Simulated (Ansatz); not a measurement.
Cost and result for the atomization energy of `C[Si](N)Cl` radical (9 atoms, 8 bonds).

```
atom   x (Å)   y (Å)   z (Å)
  C1  -0.615   1.070   0.568
 Si2  -0.181  -0.738   0.374
  N3   0.545  -0.961  -1.167
 Cl4   1.254  -1.274   1.775
  H5  -1.056   1.255   1.549
  H6  -1.337   1.373  -0.195
  H7   0.287   1.679   0.464
  H8   0.096  -0.574  -1.984
  H9   1.007  -1.831  -1.383
```

Total charge 0; spin multiplicity 2. The structure was optimised at the PBE0-D4/def2-TZVP level. It is one conformer, not always the lowest. Program: Ansatz. All runs use 4 threads of an Arm Neoverse V1 on a shared host. Times are those of one run each, without the atoms' runs, and a repeat can differ threefold. Electronic energies, without spin–orbit coupling; frozen cores. CCSD(T)/CBS adds CCSD(T) − MP2 in def2-TZVPP to the MP2 limit, and its time is that of the two runs behind it. T1 = 0.012; ⟨S²⟩ of the reference is 0.76. HSE06 is the plane-wave form, built on full-range PBE exchange.

CCSD(T)/CBS is a level of theory with its own doubt, some kJ/mol a heavy atom from the limit and from the frozen cores, so smaller differences don't rank the functionals.

```
                           level  functions  wall time  atomization (kJ/mol)  difference from CCSD(T)/CBS  per bond
              BLYP-D4/def2-TZVPP        216      2.6 s                3124.7                         -0.6      -0.1
            revPBE-D4/def2-TZVPP        216      2.6 s                3115.8                         -9.5      -1.2
 PBE-D4/def2-TZVPP (with forces)        216      2.9 s                3185.3                         60.0       7.5
              PBE0-D4/def2-TZVPP        216        4 s                3137.3                         12.0       1.5
             HSE06-D4/def2-TZVPP        216      4.1 s                3139.6                         14.3       1.8
             BHLYP-D4/def2-TZVPP        216      4.6 s                3052.4                        -72.9      -9.1
               B2PLYP/def2-TZVPP        216      5.5 s                3090.6                        -34.7      -4.3
                CCSD(T)/def2-SVP         89        6 s                2885.3                       -240.0     -30.0
              ωB97X-V/def2-TZVPP        216      9.5 s                3140.9                         15.6       1.9
ωB97M-V/def2-TZVPP (with forces)        216       13 s                3139.0                         13.7       1.7
                  MP2/def2-QZVPP        404       18 s                3131.7                          6.4       0.8
              CCSD(T)/def2-TZVPP        216    3.6 min                3029.1                        -96.2     -12.0
               CCSD(T)/CBS(def2)          –    3.9 min                3125.3                          0.0       0.0
```

From PBE to PBE0 (25 % exact exchange), in def2-TZVPP and without D4, the atomization energy moves by −44.9 kJ/mol: exact exchange takes away binding that semilocal exchange gives to molecules. At CCSD(T), def2-SVP lies −240.0 kJ/mol from the extrapolated value and def2-TZVPP −96.2 kJ/mol: correlation converges slowly with the basis, and small sets miss more of it in the bonded molecule than in its fragments. The D4 term adds +32.2 kJ/mol with B3LYP and +16.7 kJ/mol with PBE0; it sums over pairs of atoms, weighted by their polarisabilities, and B3LYP, whose exchange is more repulsive, gets the larger term.

B3LYP here is the variant with VWN-RPA as its local correlation; programs differ in this.
